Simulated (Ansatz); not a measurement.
Predicting a hybrid from its neighbours: CH7GaSi

The species is CH7GaSi (10 atoms), meant as a singlet with charge 0. As SMILES, `[CH3][GaH][SiH3]`. The coordinates come from a PBE0-D4/def2-TZVP relaxation.

The HOMO–LUMO gap y, in eV, basis 6-31G(d); a is the functional's share of exact exchange. Programs: Ansatz 0.2.0.

| functional | program | a | y (eV) |
| --- | --- | --- | --- |
| BLYP | Ansatz | 0 | 3.63 |
| r2SCAN | Ansatz | 0 | 4.21 |
| B3LYP | Ansatz | 0.2 | 5.12 |
| r2SCAN0 | Ansatz | 0.25 | ? |
| PBE0 | Ansatz | 0.25 | 5.60 |
| BHLYP | Ansatz | 0.5 | 7.30 |

**Question.** Fit y = c + s·a to the known rows and predict r2SCAN0.

**Answer.** 
1. Means of the 5 rows: a = 0.1900, y = 5.172.
2. Σ(Δa)² = 0.172, Σ(Δa·Δy) = 1.1606, so the slope is 1.1606/0.172 = 6.7477.
3. Intercept: 5.172 − (6.7477) × 0.1900 = 3.890. The largest residual of the fit is 0.32.
4. r2SCAN0: 3.890 + (6.7477) × 0.25 = 5.58 eV.

The run gave 5.89 eV, so the prediction is off by -0.31 eV, within the largest residual. Exact exchange lowers occupied levels and raises empty ones. The rows mix families of semi-local functionals, which the line can't see.
